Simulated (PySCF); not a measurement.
**UHF on Co⁺ (cobalt, charge +1)**

Configuration: [Ar] 3d7 4p1, one real determinant (an excited configuration). All numbers are calculated (PySCF 2.14, no relativity, point nucleus, in def2-TZVPPD).

| Item | Value |
| --- | --- |
| Total energy | -1380.975444 hartree |
| One-electron energy | -1903.7917 hartree |
| Hartree (Coulomb) energy | 580.6882 hartree |
| Exchange energy | -57.8719 hartree |
| Kinetic energy | 1380.88154 hartree |
| ⟨S²⟩ | 6.0038 |
| ⟨L²⟩ | 13.980 |
| Sum of ⟨r⟩ | 18.96 bohr |
| Sum of ⟨r²⟩ | 29.47 bohr² |
| Traceless quadrupole moment −½Σ⟨3z² − r²⟩ along its main axis | -5.42 e·bohr² |
| Density at the nucleus (Gaussians lack the cusp) | 13000 bohr⁻³ |
| Spin density at the nucleus | 0.109 bohr⁻³ |
| Langevin diamagnetic susceptibility | -23.3 ×10⁻⁶ cm³/mol |

| shell | electrons | mean orbital energy (hartree) | spread (hartree) | rms radius, mean of both spins (bohr) |
| --- | --- | --- | --- | --- |
| 1s α | 1 | -283.44356 | 0 | 0.0659 |
| 1s β | 1 | -283.43993 | 0 | 0.0659 |
| 2s α | 1 | -35.28823 | 0 | 0.279 |
| 2s β | 1 | -35.18433 | 0 | 0.279 |
| 2p α | 3 | -30.54305 | 0.00870 | 0.250 |
| 2p β | 3 | -30.44018 | 0.00276 | 0.250 |
| 3s α | 1 | -5.03323 | 0 | 0.841 |
| 3s β | 1 | -4.75023 | 0 | 0.841 |
| 3p α | 3 | -3.55378 | 0.01529 | 0.893 |
| 3p β | 3 | -3.21149 | 0.02065 | 0.893 |
| 3d α | 5 | -1.09280 | 0.05770 | 1.14 |
| 3d β | 2 | -0.95710 | 0.00532 | 1.14 |
| 4p α | 1 | -0.39593 | 0 | 3.70 |

⟨L²⟩ = 13.98 against 20 for a pure G term, so this real determinant mixes terms.

Spin-orbit constants ζ (cm⁻¹) from the X2C one-electron operator on these orbitals (non-relativistic here): bare nucleus, nucleus screened by l(l+1)(2l+1)/3 electrons, and screened by the Breit-Pauli mean field of the electrons.

| shell | bare | screened nucleus | mean field |
| --- | --- | --- | --- |
| 2p | 80010 | 74090 | 71290 |
| 3p | 9845 | 9116 | 8709 |
| 3d | 956.9 | 602.5 | 544.0 |
| 4p | 379.7 | 351.6 | 332.3 |

To first order the Landé constant is A = -81.23 cm⁻¹, so the lowest level has J = 6 and lies 0.0806 eV below the centre of the term. This holds in LS coupling only.
